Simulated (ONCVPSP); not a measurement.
Transferability test, ONCV potential for carbon (C)

| Item | Value |
| --- | --- |
| Element | carbon |
| Generator | ONCVPSP 4.0.1 |
| Type | optimised norm-conserving Vanderbilt (ONCV) |
| Functional | PBE |
| Relativity | scalar-relativistic |
| Frozen core | [He] |
| Valence charge | 4 |
| Reference configuration | 2s2 2p2 |
| Partial waves | 2s: rc 1.05 bohr, ncon 5, nbas 10, qcut 6.9 1/bohr, 1 projector; 2p: rc 2.20 bohr, ncon 5, nbas 8, qcut 6.9 1/bohr, 3 projectors, debl 2.8 Ha; d scattering state at 0.05 Ha: rc 1.90 bohr, ncon 4, nbas 8, qcut 4.8 1/bohr, 2 projectors, debl 1.8 Ha |
| Local potential | polynomial inside 0.80 bohr (lpopt 1, dvloc0 1 Ha) |
| Core correction | Teter function, fcfact 5, rcfact 1.45 |

Energies are relative to the spin-unpolarised reference configuration 2s2 2p2; without spin polarisation the order of configurations can differ from experiment.

```csv
valence configuration,charge,ΔE all-electron (eV),error AE − PS (meV)
2s2 2p1,+1,10.861,+31
2s1 2p0,+3,83.211,+645
2s0 2p4,0,16.975,-6.1
```

Question: What are ΔE and the potential's error for 2s2 2p0?

Answer: ΔE = 35.017 eV all-electron; the error (AE − PS) is +283 meV.
